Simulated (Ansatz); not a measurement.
The same ligand exchange along the group Ti, Zr, Hf.

Gas-phase electronic energies from Ansatz, PBE0-D4/def2-TZVP geometries. CBS: MP2 limit from def2 TZ/QZ plus the TZ coupled-cluster correction, frozen cores. This one scheme is used for every species. Functionals use def2-TZVPP. Elements past krypton have def2 core potentials. For Hf, Ti, Zr outer-core shells are correlated without core-valence functions, which leaves a few kJ/mol of doubt a bond. Scalar relativity is left out up to krypton.

```json
{"reaction": "`[F][Ti]([F])([Cl])[Cl]` + HCl → `[F][Ti]([Cl])([Cl])[Cl]` + H–F", "r2SCAN-D4 (eV)": "0.24", "PBE-D4 (eV)": "0.22", "MP2/CBS(def2) (eV)": "-0.04", "CCSD(T)/CBS(def2) (eV)": "0.10"}
{"reaction": "`[F][Zr]([F])([Cl])[Cl]` + HCl → `[F][Zr]([Cl])([Cl])[Cl]` + H–F", "r2SCAN-D4 (eV)": "0.22", "PBE-D4 (eV)": "0.22", "MP2/CBS(def2) (eV)": "0.05", "CCSD(T)/CBS(def2) (eV)": "0.13"}
{"reaction": "`[F][Hf]([F])([Cl])[Cl]` + HCl → `[F][Hf]([Cl])([Cl])[Cl]` + H–F", "r2SCAN-D4 (eV)": "0.24", "PBE-D4 (eV)": "0.23", "MP2/CBS(def2) (eV)": "0.07", "CCSD(T)/CBS(def2) (eV)": "0.14"}
```

Largest T1 diagnostic: 0.024, for `[F][Ti]([Cl])([Cl])[Cl]`.
